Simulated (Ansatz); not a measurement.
`ClB(Br)Br` + H–F → `FB(Br)Br` + HCl at 298.15 K and 1 bar (ligand exchange at a B–Cl bond).

Program: Ansatz. Geometries: PBE0-D4/def2-TZVP. ΔE: electronic, gas phase. CCSD(T)/CBS is the MP2 limit (def2-TZVPP, def2-QZVPP) plus CCSD(T) − MP2 in def2-TZVPP, frozen cores. This one scheme is used for every species. For Br outer-core shells are correlated without core-valence functions, which leaves a few kJ/mol of doubt a bond. Scalar relativity is left out up to krypton.

```
    species  CCSD(T)/CBS energy (Eh)  H − E (kJ/mol)  S (J/(mol·K))
`ClB(Br)Br`              -5631.31790            32.4          321.8
        H–F               -100.39570            33.5          173.6
 `FB(Br)Br`              -5271.35159            35.6          310.7
        HCl               -460.38127            26.6          186.8
```

H − E and S are ideal-gas, rigid-rotor, harmonic terms from PBE0-D4/def2-TZVP. 1 Eh = 2625.50 kJ/mol, R = 8.31446 J/(mol·K).

**Question.** By hand: ΔE, ΔH, ΔS and ΔG.

**Answer.** ΔE = (-5271.35159) + (-460.38127) − (-5631.31790) − (-100.39570) = -0.01926 Eh = -50.6 kJ/mol. Δ(H − E) = 35.6 + 26.6 − 32.4 − 33.5 = -3.7, so ΔH = -54.3 kJ/mol. ΔS = 310.7 + 186.8 − 321.8 − 173.6 = 2.1 J/(mol·K). ΔG = -54.3 − 298.15 × (2.1)/1000 = -54.9 kJ/mol.

**Question.** By hand: the equilibrium constant, and the temperature at which ΔG would vanish if ΔH and ΔS stayed fixed.

**Answer.** log₁₀ K = −ΔG/(RT ln 10) = 9.6. ΔH and −TΔS have one sign here, so there is no such temperature.

The number of gas molecules stays the same, so ΔS is small and ΔH decides. A doubt of 5 kJ/mol in ΔE shifts log₁₀ K by 0.9 here. These are equilibria of isolated gas molecules and say nothing of rates. Largest T1 diagnostic: 0.010 (customary marks: 0.02 for closed shells, 0.045 for open ones).

ΔS is within the doubt of such terms, so its sign, and with it that verdict, could turn.
